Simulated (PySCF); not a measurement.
C7H8N2.
InChI=1S/C7H8N2/c8-5-6-1-3-7(9)4-2-6/h1-5,8H,9H2/b8-5+

Method: TDDFT PBE0/def2-SVPD, vertical, gas phase, core orbitals frozen in the response (PySCF). Isolated species at its GFN2-xTB geometry (one conformer only). Torsions of this conformer, `[H]/[N:1]=[CH:2]/[c:3]1[cH:4][cH:5][c:6]([NH2:7])[cH:8][cH:9]1`: N1–C2–C3–C4 0°, H–N7–C6–C5 -19°, H–N7–C6–C5 -164°.

| state | E (eV) | ν̃ (cm⁻¹) | f | main configurations (H = HOMO, L = LUMO) |
| --- | --- | --- | --- | --- |
| S1 | 4.54 | 36620 | 0.288 | H→L (74%), H→L+1 (20%) |
| S2 | 4.66 | 37580 | 0.0008 | H-1→L (96%) |
| S3 | 4.77 | 38470 | 0.187 | H→L+1 (58%), H→L (22%), H-2→L (18%) |
| S4 | 5.53 | 44610 | 0.0013 | H→L+2 (98%) |
| S5 | 5.78 | 46660 | 0.148 | H-2→L (76%), H→L+1 (18%) |
| S6 | 6.00 | 48430 | 0.0001 | H-1→L+1 (99%) |

Triplets (Tamm–Dancoff): T1 3.11 eV, H→L (92%); T2 3.96 eV, H→L+1 (97%).

The lowest singlet comes at 273 nm (438 kJ/mol) in the ultraviolet; it is strong; its leading configuration is HOMO→LUMO (74%). The lowest level is also the most intense of those listed (f = 0.288). Löwdin shares by element: HOMO carbon 39% or more, nitrogen 22% or more (atoms not listed hold the other 39%); LUMO carbon 42% or more, nitrogen 20% or more (atoms not listed hold the other 38%). The listed states span 1.46 eV, and the widest gap between neighbours is 0.76 eV (S3 to S4). Orbital energies (eV): HOMO-3 -8.53, HOMO-2 -7.41, HOMO-1 -7.24, HOMO -5.98, LUMO -0.93, LUMO+1 -0.19, LUMO+2 0.67. The oscillator strengths of these states sum to 0.625; summed over the whole spectrum of an exact calculation they would give the number of electrons, 64 (Thomas–Reiche–Kuhn). Only the lowest 6 singlets were computed, as vertical energies without vibronic structure.
